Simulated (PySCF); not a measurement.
## Assignment exercise: C6H12O2Si2

Structure with atom numbers: `[CH2:1]=[C:2]([CH3:3])[Si@H:4]1[SiH2:5][O:6][CH:7]=[C:8]1[O:9][CH3:10]`. Each H is labelled by its parent atom. Ha(Si5) is cis to C2 on the ring; Ha(C1) is cis to C3; Hb(Si5) is trans to C2 on the ring; Hb(C1) is trans to C3.

Fast rotation and ring inversion assumed for equivalent nuclei, single conformer, non-relativistic Hamiltonian, no solvent. Shieldings: GIAO PBE0/pcSseg-1; geometry: GFN2-xTB; PySCF 2.14.

Scale: $^{13}$C, $^{1}$H vs TMS (reference shieldings calculated alike).

(1) Assign these signals to the numbered atoms. $^{13}$C{$^{1}$H} NMR (computed): δ 155.0 (C), 150.2 (C), 141.9 (CH), 136.3 (CH2), 57.7 (CH3), 27.2 (CH3).

(2) Assign these signals to the numbered atoms. $^{1}$H NMR (600 MHz, computed): δ 6.44 (s, 1H), 6.14 (br s, 1H), 5.78 (br s, 1H), 5.35 (m, 1H), 5.20 (m, 1H), 5.05 (m, 1H), 3.62 (s, 3H), 2.11 (s, 3H).

Results:

(1) 
| δ (ppm) | atoms | environment | reason |
| --- | --- | --- | --- |
| 155.0 | C8 | alkene carbon bearing oxygen | an sp2 carbon further deshielded by the attached heteroatom |
| 150.2 | C2 | fully substituted alkene carbon | as expected for a trigonal carbon in a double bond |
| 141.9 | C7 | alkene carbon bearing oxygen | an sp2 carbon further deshielded by the attached heteroatom |
| 136.3 | C1 | terminal =CH2 carbon | as expected for a trigonal carbon in a double bond |
| 57.7 | C10 | methyl carbon bonded to O | deshielded by the electronegative neighbour |
| 27.2 | C3 | allylic methyl carbon | saturated and bonded to C and H only |

(2) 
6.44 → H(C7), hydrogen on an alkene carbon bearing oxygen: attached to an sp2 carbon and in the plane of the double bond
6.14 → Ha(C1), hydrogen on a terminal =CH2 carbon: attached to an sp2 carbon and in the plane of the double bond
5.78 → Hb(C1), hydrogen on a terminal =CH2 carbon
5.35 → Ha(Si5), hydrogen on a silicon bonded to O, Si, in a 5-membered ring
5.20 → Hb(Si5), hydrogen on a silicon bonded to O, Si, in a 5-membered ring
5.05 → H(Si4), hydrogen on a silicon bonded to 2 C, Si, in a 5-membered ring
3.62 → H(C10), hydrogen on a methyl carbon bonded to O: its carbon carries O, hence the downfield position
2.11 → H(C3), hydrogen on an allylic methyl carbon: allylic position

Shifts are as computed. Against solution values, carbons near 30 ppm lie about +3 ppm off and those near 130 ppm about +5 ppm. Of 1309 compounds with measured shifts, 239 miss one by over three times the rms of a fit or turn the order of signals round; such compounds aren't used in these exercises. No couplings were computed; multiplicities are counted from neighbouring protons, with m where these are inequivalent, close in shift, in a saturated or five-membered ring or joined by F or P, and br s for small geminal =CH2 splittings.
